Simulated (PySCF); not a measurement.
C₃H₉Ge, SMILES [CH3][Ge]([CH3])[CH3], multiplicity 2. Coordinates come from a B3LYP-D3(BJ)/def2-SVP optimisation.

Calculation: PySCF with B3LYP-D3(BJ)/def2-SVP.

Harmonic wavenumbers (cm⁻¹): 115, 121, 121, 167, 167, 172, 533, 576, 576, 697, 697, 698, 831, 831, 831, 1228, 1228, 1244, 1421, 1430, 1430, 1433, 1433, 1446, 3020, 3020, 3021, 3116, 3116, 3116, 3142, 3142, 3142. Rotational constants (GHz): 4.766, 4.766, 2.882; symmetry number 3.

Task: Work out the zero-point energy and the ideal-gas rigid-rotor harmonic-oscillator thermochemistry at 298.15 K and 1 atm.

Result: ZPE = ½ Σ hcν = ½ × 47260 cm⁻¹ = 282.68 kJ/mol. H − E(el) = 306.02 kJ/mol. Entropy in J/(mol K): translation 168.22, rotation 99.64, vibration 83.51, spin 5.76, total 357.13. G − E(el) = 199.54 kJ/mol. Cp = 117.84 J/(mol K). Modes under 150 cm⁻¹ make the vibrational entropy uncertain.
